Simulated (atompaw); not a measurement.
# What one change does to a pseudopotential (Sb (Z = 51), PAW (atompaw))

Sb (Z = 51), PAW, made with atompaw 4.2.0.5 (LDA (PW92), scalar-relativistic). Core [Kr] 4d10, reference 5s2 5p3. Waves: 5s (bound): rc 1.90 bohr; 5s channel at 0.15 Ry: rc 1.90 bohr; 5p (bound): rc 1.90 bohr; 5p channel at 0.85 Ry: rc 1.90 bohr. Local part: troulliermartins scheme with l = 2 at -0.5 Ry, radius 1.70 bohr. Core correction: smooth core density matched at 1.45 bohr. Augmentation charge: besselshape compensation charge, radius 1.55 bohr; PAW radius 1.90 bohr; waves and projectors: custom rrkj gramschmidtortho.

Change: local potential troulliermartins scheme with l = 2 at -0.5 Ry, radius 1.16 bohr.

Cutoffs: the cutoffs (Ry, on a coarse ladder) from which the occupation-weighted sum of valence levels, in a spherical-Bessel basis at the reference potential, stays within 10 and 1 mRy of its value at 400 Ry; they do not see the model core or the augmentation charge, which bear on the density cutoff.

**Question.** What does the change do?

**Answer.** The potential gets neither clearly harder nor softer (12 Ry and 25 Ry → 12 Ry and 25 Ry); both files keep a bound ghost (d, p, s); the range in which the p phases agree widens (upper end 0.2 → at the end of the scan).

| quantity | base | changed |
| --- | --- | --- |
| cutoff, loose | 12 Ry | 12 Ry |
| cutoff, tight | 25 Ry | 25 Ry |
| loose cutoff by channel (10 mRy a level) | s 8 Ry, p 6 Ry | s 6 Ry, p 6 Ry |
| bound ghosts | s, p, d | s, p, d |
| s: phases at 1.91 bohr within 0.05 rad from the reference energy up to (Ry; the scan ends near 5) | to the end of the scan | to the end of the scan |
| p: phases at 1.91 bohr within 0.05 rad from the reference energy up to (Ry; the scan ends near 5) | 0.2 | to the end of the scan |
| lowest overlap eigenvalue by channel | s 0.27, p 0.56 | s 0.28, p 0.57 |

 A true bound ghost makes a file unfit for plane-wave use even where its test errors are small: the radial tests pick states by their node count and pass the ghost by. The cutoffs see the waves, projectors and local potential, not the compensation charge or the core.
